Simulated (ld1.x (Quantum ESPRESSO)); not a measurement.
**What one change does to a pseudopotential (lead, PAW)**

```json
{"Element": "Pb (Z = 82)", "Generator": "ld1.x (Quantum ESPRESSO) 7.5", "Type": "PAW", "Functional": "LDA (PZ)", "Relativity": "non-relativistic", "Frozen core": "[Xe] 4f14", "Valence charge": "14", "Reference configuration": "5d10 6s2 6p0 (charge +2)", "Partial waves": "6s (bound): rcut 1.80, rcutus 2.35 bohr; 6s channel at -1.45 Ry: rcut 1.80, rcutus 2.35 bohr; 6p (bound, empty): rcut 2.40, rcutus 2.65 bohr; 6p channel at -0.45 Ry: rcut 2.40, rcutus 2.65 bohr; 5d (bound): rcut 1.60, rcutus 1.75 bohr; 5d channel at -2.2 Ry: rcut 1.60, rcutus 1.75 bohr", "Local potential": "all-electron potential smoothed inside 1.45 bohr (lloc = -2)", "Core correction": "a·sin(br)/r model core, default radius (ld1.x builds one for every PAW set, though the input has nlcc=.false.)", "Augmentation charge": "BESSEL, radius 1.80 bohr"}
```

Change: type ultrasoft; local potential all-electron potential smoothed inside 1.35 bohr (lloc = -2); core correction none; augmentation PSQ, inside the norm-conserving radii.

Cutoffs: the cutoffs (Ry, on a coarse ladder) from which the occupation-weighted sum of valence levels, in a spherical-Bessel basis at the reference potential, stays within 10 and 1 mRy of its value at 400 Ry; they do not see the model core or the augmentation charge, which bear on the density cutoff. Errors are all-electron minus pseudo energies relative to the spin-unpolarised reference configuration.

Q: How do hardness, ghosts and transferability respond?

A: The potential gets neither clearly harder nor softer (40 Ry and 70 Ry → 40 Ry and 70 Ry); both files keep a bound ghost (s); of the 9 tests that both files solve, the error grows in 1 and shrinks in 5 by more than 15 % and 0.3 meV (median size 2.6 → 1.6 meV); the range in which the p phases agree widens (upper end 1.3 → 3.2). Several settings change at once here, so the effects cannot be laid on one of them.

```csv
quantity,base,changed
"cutoff, loose",40 Ry,40 Ry
"cutoff, tight",70 Ry,70 Ry
loose cutoff by channel (10 mRy a level),"s 6 Ry, d 30 Ry","s 12 Ry, d 30 Ry"
bound ghosts,s,s
"error for 5d10 6s2 6p2, meV [ΔE -20.65 eV]",+2.4,+1.6
"error for 5d10 6s2 6p1, meV [ΔE -13.71 eV]",+0.8,+0.6
"error for 5d10 6s1 6p0, meV [ΔE 28.93 eV]",-2.6,+1.6
"error for 5d9 6s2 6p3, meV [ΔE 1.88 eV]",-18,-34
"error for 5d10 6s2 6p2.3, meV [ΔE -21.56 eV]",+2.9,+1.9
"error for 5d10 6s2 6p1.5, meV [ΔE -17.97 eV]",+1.5,+1.0
"error for 5d10 6s0 6p4, meV [ΔE -8.56 eV]",+8.0,-6.1
"error for 5d10 6s2 6p2 (spin-polarised), meV [ΔE -21.09 eV]",+3.9,+3.5
"error for 5d10 6s2 6p1 (spin-polarised), meV [ΔE -13.85 eV]",+1.5,+1.3
s: phases at 2.89 bohr within 0.05 rad from the reference energy up to (Ry; the scan ends near 5),2.2,2.1
p: phases at 2.89 bohr within 0.05 rad from the reference energy up to (Ry; the scan ends near 5),1.3,3.2
d: phases at 2.89 bohr within 0.05 rad from the reference energy up to (Ry; the scan ends near 5),to the end of the scan,to the end of the scan
lowest overlap eigenvalue by channel,"s 0.34, p 0.42, d 0.94","s 0.31, p 0.39, d 0.94"
```

 A true bound ghost makes a file unfit for plane-wave use even where its test errors are small: the radial tests pick states by their node count and pass the ghost by.
